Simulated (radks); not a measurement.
Values are calculated unless marked as measured or tabulated.
Task: Coulomb parameter of the 3d shell of the manganese ion Mn2+ in the model configuration [Ar] 3d3 4p2, as a second difference U = [E(n + 0.25) + E(n - 0.25) - 2 E(n)] / (0.25)^2 with all orbitals relaxed. "Bare": the charge of the atom changes with n. "Screened": the 4p shell takes up the change at fixed total charge, which measures U(3d,3d) + U(4p,4p) - 2 U(3d,4p). Level of theory: Dirac Kohn-Sham, PBE, spin-unpolarised, spherical densities, point nucleus; open shells are shared between the two j in proportion to 2j + 1 (a radial shooting solver on a logarithmic mesh with Libxc functionals). Estimate both.

Result: U(bare) = 17.819 eV, U(screened by 4p) = 5.988 eV.
